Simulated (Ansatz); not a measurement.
Ansatz (a quantum-chemistry and plane-wave program) input (B3LYP/def2-TZVPD):

Ansatz 0.2 input:
```yaml
crystal:
  periodic: [false, false, false]
  atoms:
    - {symbol: Hg, position_ang: [-0.00000000, -0.00000000, -0.17436175]}
    - {symbol: O, position_ang: [0.00000000, 0.00000000, 1.74361754]}
basis:
  gaussian:
    orbitals: def2-TZVPD
hamiltonian:
  xc: {name: B3LYP}
total_charge: 1
magnetization: {spin_polarized: true, initial_magnetization: 1}
```

End of the output:

```
integrals: 0.02 GiB planned
605 factors; their error is unknown
mean field: 0.26 GiB planned
mean field evaluation 1: about -6157.5068 eV, gradient 1.1e2 eV
mean field evaluation 2: about -5817.2982 eV, gradient 1.8e2 eV
mean field evaluation 4: about -6188.7336 eV, gradient 7.4e1 eV
mean field evaluation 8: about -6211.8136 eV, gradient 1.6e1 eV
mean field evaluation 16: about -6213.1281 eV, gradient 1.9e-2 eV
mean field evaluation 32: about -6210.5654 eV, gradient 9.0e-2 eV
mean field -6213.12813213 eV, -228.3282474462 hartree, gradient 1.3e-5 eV, S^2 0.782716; 3 other end points of the search recorded, 0 dependent functions left out
reference -6213.12833572 eV, -228.3282549281 hartree; 14, 13 occupied and 72, 73 virtual orbitals, 605 factors
Total energy: -6213.12833572 eV, -228.3282549281 hartree
```

This state (charge 1, doublet) is run at the relaxed geometry of the species with charge 0 and multiplicity 1.
